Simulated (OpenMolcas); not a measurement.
# Au2+: moving or changing the point charges

Au2+ among 6 point charges of -1.7 e arranged as a tetragonal octahedron (D4h), 2.16 Å from the ion, with the axial distance 1.858 Å.

```
Program             : OpenMolcas
Method              : CASSCF
Basis               : ANO-RCC-VDZP [7s6p4d2f]
Scalar Hamiltonian  : DKH2, point nucleus
Active space        : 9 electrons in 5 orbitals (5d)
State averaging     : 2S+1 = 2 even, 5 roots
Spin-orbit coupling : state interaction with AMFI integrals over the reference wave functions
```

Runs around this geometry, states (labels of D4, the rotations of D4h). Energies in cm-1 above the lowest state or level, χT in cm3 K/mol.

| R (Å) | q (e) | Axial / equatorial distance | Ground state | First state of that spin | First gap with spin-orbit (degeneracies) | χT at 300 K |
| --- | --- | --- | --- | --- | --- | --- |
| 2.16 | -1.36 | 0.86 | 2A1 | 2B1 6122 | 5142 (2, 2) | 0.885 |
| 2.16 | -1.7 | 0.86 | 2A1 | 2B1 7254 | 6257 (2, 2) | 0.846 |
| 2.4 | -1.7 | 0.86 | 2A1 | 2B1 5611 | 4493 (2, 2) | 0.918 |
| 2.16 | -1.7 | 0.93 | 2A1 | 2B1 3441 | 3015 (2, 2) | 0.896 |

Taking the first state of the same spin as R^-n, n = -ln(5611 / 7254) / ln(2.4 / 2.16) = 2.4 between the shortest and longest distance.

Scaling the charges by -1.36 / -1.7 = 0.80 scales the first state of the same spin by 6122 / 7254 = 0.84; with fixed orbitals a first-order splitting would follow the charge.

Point charges carry no covalency, so the field is a model and not that of real ligands. No measured value stands beside these numbers.
